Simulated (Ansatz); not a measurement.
Molecule: CH$_{3}$BBrO, charge 0, multiplicity 2. It need not be the lowest isomer of its formula. 
Geometry from a B3LYP-D3(BJ)/def2-TZVP (Ansatz, an electronic-structure program) optimisation:
```xyz
7

C     -2.1665    -0.5549    -0.8171
O     -1.2953    -1.3569     0.0025
B     -0.1003    -1.0634     0.4593
Br     0.8864     0.5890     0.1609
H     -2.3630    -1.1088    -1.7326
H     -3.0946    -0.4076    -0.2689
H     -1.7036     0.4039    -1.0450
```
Charge 0, spin multiplicity 2.

Dipole moments at this geometry, in debye (magnitudes).

```json
[
 {"level": "SVWN5/def2-TZVPD", "program": "Ansatz", "dipole (D)": "___"},
 {"level": "BLYP/def2-TZVPD", "program": "Ansatz", "dipole (D)": "2.51"},
 {"level": "revPBE/def2-TZVPD", "program": "Ansatz", "dipole (D)": "2.51"},
 {"level": "r2SCAN/def2-TZVPD", "program": "Ansatz", "dipole (D)": "2.50"},
 {"level": "BHLYP/def2-TZVPD", "program": "Ansatz", "dipole (D)": "2.50"},
 {"level": "r2SCANh/def2-TZVPD", "program": "Ansatz", "dipole (D)": "2.50"},
 {"level": "r2SCAN0/def2-TZVPD", "program": "Ansatz", "dipole (D)": "2.50"},
 {"level": "HSE06/def2-TZVPD", "program": "Ansatz", "dipole (D)": "2.52"},
 {"level": "CAM-B3LYP/def2-TZVPD", "program": "Ansatz", "dipole (D)": "2.55"},
 {"level": "CCSD(T)/aug-cc-pVDZ", "program": "Ansatz", "dipole (D)": "___"}
]
```

Problem. Complete the blanks.

Solution. 
- SVWN5/def2-TZVPD, dipole (D): 2.57
- CCSD(T)/aug-cc-pVDZ, dipole (D): 2.58
